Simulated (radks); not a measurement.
The numbers below are computed, except where a source is named.
Spherical quantum dot in the effective-mass picture: electrons in a parabolic well V = omega^2 r^2 / 2 with omega = 0.0786, with a point charge +1 (a donor) at the centre, all in effective atomic units (hartree* = m*/eps^2 hartree, bohr* = eps/m* bohr), one dielectric constant everywhere. Level of theory: non-relativistic Kohn-Sham, LDA (Slater exchange, Perdew-Wang correlation), spin-polarised, spherical densities (a radial shooting solver with Libxc functionals). Levels are named by radial order and angular momentum (1s, 1p, 1d, 2s, ...), and open shells are averaged over m. At N = 7 the configuration is 1s2 1p(up 3, down 1) 2s(up 1, down 0). Does electron 8 go into 1p down or 1d up or 2s down?

Answer. Into 1p down. The total energies of the other choices lie higher by 0.000797 hartree* (2s down), 0.0210 hartree* (1d up).
